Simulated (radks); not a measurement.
Initial-state core-level shifts of the zinc ion Zn2+ when its valence configuration changes from [Ar] 3d10. Calculated with a radial shooting solver on a logarithmic mesh with Libxc functionals: scalar-relativistic Kohn-Sham, SCAN, spin-polarised, spherical densities, finite nucleus; open shells are filled with parallel spins first; meta-GGA in the generalised Kohn-Sham scheme; Fermi nuclear charge, rms radius 3.9283 fm. Shifts are changes of the shell-averaged eigenvalues in eV (positive: less bound); the change of the density at the nucleus, which sets a Mossbauer isomer shift, is in e/bohr^3, on a base of 2.53e+04.

| valence | 1s | 2s | 2p | 3s | density at nucleus |
|---|---|---|---|---|---|
| 3d9.5 4p0.5 | -4.972 | -5.344 | -5.315 | -4.839 | +1.481 |
| 3d9 4p1 | -10.114 | -10.909 | -10.848 | -9.761 | +3.210 |
| 3d9 4s0.5 4p0.5 | -9.291 | -10.132 | -10.073 | -8.939 | +10.936 |
| 3d8 4s0.5 4p1.5 | -20.211 | -22.048 | -21.926 | -19.107 | +16.372 |
| 3d8 4p2 | -20.986 | -22.790 | -22.667 | -19.875 | +7.460 |
| 3d8 4s1 4p1 | -19.426 | -21.293 | -21.175 | -18.326 | +25.277 |
| 3d8.5 4s1 4p0.5 | -13.855 | -15.208 | -15.119 | -13.180 | +22.014 |
